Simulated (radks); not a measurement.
Values are calculated unless marked as measured or tabulated.
Problem. The sulfur ion S12+, [He] 2s2. Level of theory: non-relativistic Kohn-Sham, r2SCAN, spin-polarised, spherical densities, point nucleus; meta-GGA in the generalised Kohn-Sham scheme (a radial shooting solver on a logarithmic mesh with Libxc functionals). Every spin shell is full or empty, so the densities are truly spherical. Functionals are evaluated on that one density, not self-consistently. Rank these orbital-free kinetic functionals by their error against the exact value of the orbitals, and give that value: Thomas-Fermi, von Weizsacker, TF + vW, TF + vW/9, TF + vW/5, LC94, APBEK, revAPBEK, Perdew 92, LKT, DePristo-Kress, Ernzerhof.

Solution. Exact: 295.621 hartree. From best to worst, with 100 (|E| - |E exact|)/|E exact| (equal figures are ties): revAPBEK -0.42, Ernzerhof +0.68, APBEK -1.17, LC94 -1.20, Perdew 92 -1.23, TF + vW/9 -1.25, DePristo-Kress -2.40, TF + vW/5 +6.53, Thomas-Fermi -10.98, von Weizsacker -12.46, LKT +48.96, TF + vW +76.56.
